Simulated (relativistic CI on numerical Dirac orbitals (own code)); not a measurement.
## Mg⁺: computed level list

Method of calculation: Dirac-Coulomb-Breit CI, KLI orbitals optimised for each configuration, QED by a radiative potential, valence Slater integrals scaled by 0.85, P86 correlation energy added to each configuration (own radial code, finite nucleus).

Configuration list (outside the closed core [Ne]): 3s, 3p, 4s, 3d, 4p, 5s, 4d, 4f, 5p, 6s, 5d, 5g, 5f, 6p, 6d. Levels of other configurations are missing.

The lowest level is 3s 2S_1/2, with 100 % of that term; Hund's rules for 3s give 2S with J = 1/2, in agreement.

```csv
No.,Configuration,Term,J,E (cm⁻¹),%,Lifetime (s),jj configuration (%)
1,3s,2S,1/2,0.0,100,,3s (100)
2,3p,2P°,1/2,34791.9,100,3.90e-09,3p1/2 (100)
3,3p,2P°,3/2,34875.5,100,3.87e-09,3p3/2 (100)
4,4s,2S,1/2,69163.4,100,2.93e-09,4s (100)
5,3d,2D,5/2,69916.9,100,2.10e-09,3d5/2 (100)
6,3d,2D,3/2,69918.4,100,2.09e-09,3d3/2 (100)
7,4p,2P°,1/2,80057.3,100,1.66e-08,4p1/2 (100)
8,4p,2P°,3/2,80084.5,100,1.65e-08,4p3/2 (100)
9,5s,2S,1/2,92239.9,100,5.12e-09,5s (100)
10,4d,2D,5/2,92670.0,100,7.27e-09,4d5/2 (100)
11,4d,2D,3/2,92671.0,100,7.22e-09,4d3/2 (100)
12,4f,2F°,5/2,94834.5,100,2.99e-09,4f5/2 (100)
13,4f,2F°,7/2,94834.6,100,2.99e-09,4f7/2 (100)
14,5p,2P°,1/2,97089.5,100,,5p1/2 (100)
15,5p,2P°,3/2,97101.1,100,,5p3/2 (100)
16,6s,2S,1/2,102937.1,100,8.55e-09,6s (100)
17,5d,2D,5/2,103192.4,100,,5d5/2 (100)
18,5d,2D,3/2,103193.0,100,,5d3/2 (100)
19,5g,2G,7/2,104708.7,100,,5g7/2 (100)
20,5g,2G,9/2,104708.7,100,,5g9/2 (100)
21,5f,2F°,5/2,104710.6,100,5.83e-09,5f5/2 (100)
22,5f,2F°,7/2,104710.7,100,5.83e-09,5f7/2 (100)
23,6p,2P°,1/2,105519.4,100,,6p1/2 (100)
24,6p,2P°,3/2,105525.3,100,,6p3/2 (100)
25,6d,2D,5/2,108951.8,100,,6d5/2 (100)
26,6d,2D,3/2,108952.2,100,,6d3/2 (100)
```

Energies count from the lowest computed level; ° marks odd parity; lifetimes are radiative, by E1, M1, E2, M2, E3 decay to levels of this space only; some are left blank where a channel outside the calculation adds to the decay or the decay crosses a small, uncertain gap. Filled j subshells are mostly left out of the jj labels.

The mean weight of the leading LS term, summed over parents, in these 26 levels is 100 %, and that of the leading jj configuration (from the same eigenvectors) 100 %.

For a near-neutral ion this model can misplace configurations by up to about 10,000 cm⁻¹ (more where the count of f electrons changes) and terms by 10 to 25 % of their spread. Rates follow the energies as ν³ (E1, M1) or ν⁵ (E2), so they and the lifetimes can be off by large factors. The fine structure of a lone outer electron comes out too small, for d and f at times inverted, and misplaced configurations move strength between like terms. 15 of the 15 excited levels that our extract of the measured tables holds in this range could be paired (the sources list more); they are missed by 771 cm⁻¹ on average and 1573 at most, and levels without a partner can miss by more.
